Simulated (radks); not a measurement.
O II, configuration [He] 2s1.75 2p3 3s0.25 (fractional occupations, a model configuration).

All-electron calculation, scalar-relativistic Kohn-Sham, r2SCAN, spin-polarised, spherical densities, finite nucleus; open shells are filled with parallel spins first; meta-GGA in the generalised Kohn-Sham scheme; Fermi nuclear charge, rms radius 2.6991 fm. Program: a radial shooting solver on a logarithmic mesh with Libxc functionals.

Energy parts (eV):
total: -2022.899
kinetic: 2021.619
electron-nucleus: -4677.369
Hartree: 851.091
exchange-correlation: -218.241

Orbitals (lengths in bohr, moments of r in powers of bohr; r(max) is where P^2 peaks):
orbital  occ.  eigenvalue (eV)  r(max)   <1/r>
1s up       1        -542.7441  0.1292   7.629
1s down     1        -539.5834  0.1290   7.660
2s up       1         -46.4299  0.8409   1.382
2s down  0.75         -37.2676  0.8719   1.292
2p up       3         -30.1206  0.7660   1.254
3s up    0.25          -7.1496   3.449  0.3330

The highest occupied level is 3s up at -7.150 eV. Spin moment in Bohr magnetons: 3.5.

Empty levels of this run are not shown, since the potential may be unsettled where no density lies.
